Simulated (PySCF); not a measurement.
# Correlation energy of Ag⁴⁰⁺ (silver, charge +40)

[He] 2s2 2p3, high-spin 4S determinant. Computed with PySCF 2.14 in an even-tempered Gaussian basis (19 s from 17 bohr⁻², ratio 2.2; 12 p from 22 bohr⁻², ratio 2.2; 6 d from 87 bohr⁻², ratio 2.4; 5 f from 130 bohr⁻², ratio 2.4; 4 g from 200 bohr⁻², ratio 2.4), with the spin-free X2C one-electron Hamiltonian (Gaussian nucleus). Frozen: nothing; 7 electrons correlated; the 14 highest virtual orbitals of each spin left out.

| level | correlation energy (mhartree) |
| --- | --- |
| CCSD | -230.63 |
| (T) | -0.05 |
| CCSD(T) | -230.68 |

Diagnostics: T1 = 6.1e-05, D1 = 0.0002, largest double amplitude 0.006.

Question: Is a single reference adequate?

Answer: Yes, within this model without spin-orbit coupling: T1 lies below 0.03 and no double amplitude reaches 0.07.

At this charge the one-electron X2C treatment keeps the bare 1/r₁₂, with no two-electron picture change or Breit term. That inflates the 1s pair energies well beyond their four-component values; and a scalar Hamiltonian misses the large spin-orbit splitting of the p shells, which matters for ns² → np² pairs.

Spin-orbit coupling is strong in this species, so the high-spin LS determinant is a model state.
